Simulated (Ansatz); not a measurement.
Reaction (substitution at a C–O bond): `O[B-]1(O)OC(C(F)(F)F)=CC(C(F)(F)F)=[O+]1` + `[OH][Al]([F])[Cl]` → `FC(F)(F)C1=CC(C(F)(F)F)=[O+][Al-]([F])([Cl])[O]1` + `OB(O)O`

Computed with Ansatz on PBE0-D4/def2-TZVP structures; ΔE is electronic, products minus reactants. CCSD(T)/CBS is the MP2 limit (def2-TZVPP, def2-QZVPP) plus CCSD(T) − MP2 in def2-TZVPP, frozen cores. This one scheme is used for every species. DFT in def2-TZVPP. One conformer a species, not always the lowest.

```json
{"level": "PBE-D4", "ΔE (kJ/mol)": "-153.4"}
{"level": "PBE0-D4", "ΔE (kJ/mol)": "-163.0"}
{"level": "ωB97M-V", "ΔE (kJ/mol)": "-161.5"}
{"level": "MP2/def2-TZVPP", "ΔE (kJ/mol)": "-154.4"}
```

**Question.** What does CCSD(T)/CBS give? (Estimate.)

**Answer.** Computed: -161.3 kJ/mol. The listed levels differ from it by 7.9, -1.7, -0.2, 6.9 kJ/mol.

Largest T1 diagnostic among the species: 0.015.

From PBE to PBE0 (25 % exact exchange), in def2-TZVPP and without D4, ΔE moves by −9.4 kJ/mol. In def2-TZVPP, CCSD(T) changes the Hartree–Fock value by +35.8 kJ/mol (the triples alone add +5.8 kJ/mol) and MP2 by +39.4 kJ/mol.
